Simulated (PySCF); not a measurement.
A series of related molecules.

All values: wB97X-D/def2-SVPD (PySCF) at GFN2-xTB geometries, gas phase, one conformer each. Core orbitals are frozen in the response; Δα² is half the sum of the squared differences of the principal polarisabilities.

(1) Rank by mean static polarisability, lowest first.
A. `C=CO[SiH2]CC(C)=O`
B. `C=CO[SiH2]CC(=O)O`
C. `C=CO[SiH2]CC(N)=O`
D. `C=CO[SiH2]CC=O`

(2) Rank by polarisability anisotropy Δα, lowest first.
A. `[CH2:1]=[CH:2][O:3][SiH2:4][CH2:5][C:6](=[O:7])[OH:8]` with C1–C2–O3–Si4 0°, C2–O3–Si4–C5 179°, O3–Si4–C5–C6 173°, Si4–C5–C6–O7 22°, C5–C6–O8–H 180°
B. `[CH2:1]=[CH:2][O:3][SiH2:4][CH2:5][C:6]([NH2:7])=[O:8]` with C1–C2–O3–Si4 10°, C2–O3–Si4–C5 -57°, O3–Si4–C5–C6 100°, Si4–C5–C6–N7 92°, C5–C6–N7–H -176° and -1°
C. `[CH2:1]=[CH:2][O:3][SiH2:4][CH2:5][CH:6]=[O:7]` with C1–C2–O3–Si4 7°, C2–O3–Si4–C5 -57°, O3–Si4–C5–C6 101°, Si4–C5–C6–O7 -89°
D. `[CH2:1]=[CH:2][O:3][SiH2:4][CH2:5][C:6]([CH3:7])=[O:8]` with C1–C2–O3–Si4 -3°, C2–O3–Si4–C5 -68°, O3–Si4–C5–C6 -173°, Si4–C5–C6–C7 -96°

Results:

(1) D (11.65 Å³), B (12.33 Å³), C (12.91 Å³), A (13.47 Å³).

(2) C (3.58 Å³), B (3.98 Å³), D (4.25 Å³), A (5.50 Å³).

All values together:

| SMILES | change | formula | μ (D) | HOMO (eV) | LUMO (eV) | α (Å³) | Δα (Å³) | electrons | α per electron (Å³) |
| --- | --- | --- | --- | --- | --- | --- | --- | --- | --- |
| C=CO[SiH2]CC=O | parent | C4H8O2Si | 2.48 | -8.95 | 0.89 | 11.65 | 3.58 | 62 | 0.188 |
| C=CO[SiH2]CC(N)=O | H on C replaced by NH2 | C4H9NO2Si | 3.65 | -8.74 | 1.80 | 12.91 | 3.98 | 70 | 0.184 |
| C=CO[SiH2]CC(=O)O | H on C replaced by OH | C4H8O3Si | 1.41 | -8.95 | 1.69 | 12.33 | 5.50 | 70 | 0.176 |
| C=CO[SiH2]CC(C)=O | H on C replaced by CH3 | C5H10O2Si | 3.31 | -9.08 | 1.13 | 13.47 | 4.25 | 70 | 0.192 |

Conformers: `[CH2:1]=[CH:2][O:3][SiH2:4][CH2:5][CH:6]=[O:7]` with C1–C2–O3–Si4 7°, C2–O3–Si4–C5 -57°, O3–Si4–C5–C6 101°, Si4–C5–C6–O7 -89°; `[CH2:1]=[CH:2][O:3][SiH2:4][CH2:5][C:6]([NH2:7])=[O:8]` with C1–C2–O3–Si4 10°, C2–O3–Si4–C5 -57°, O3–Si4–C5–C6 100°, Si4–C5–C6–N7 92°, C5–C6–N7–H -176° and -1°; `[CH2:1]=[CH:2][O:3][SiH2:4][CH2:5][C:6](=[O:7])[OH:8]` with C1–C2–O3–Si4 0°, C2–O3–Si4–C5 179°, O3–Si4–C5–C6 173°, Si4–C5–C6–O7 22°, C5–C6–O8–H 180°; `[CH2:1]=[CH:2][O:3][SiH2:4][CH2:5][C:6]([CH3:7])=[O:8]` with C1–C2–O3–Si4 -3°, C2–O3–Si4–C5 -68°, O3–Si4–C5–C6 -173°, Si4–C5–C6–C7 -96°.

Give the shifts from the parent, `C=CO[SiH2]CC=O`.

```tsv
SMILES	change in μ (D)	change in HOMO (eV)	change in LUMO (eV)	change in mean α (Å³)
C=CO[SiH2]CC(N)=O	+1.17	+0.21	+0.91	+1.26
C=CO[SiH2]CC(=O)O	-1.07	0.00	+0.80	+0.68
C=CO[SiH2]CC(C)=O	+0.83	-0.13	+0.24	+1.82
```
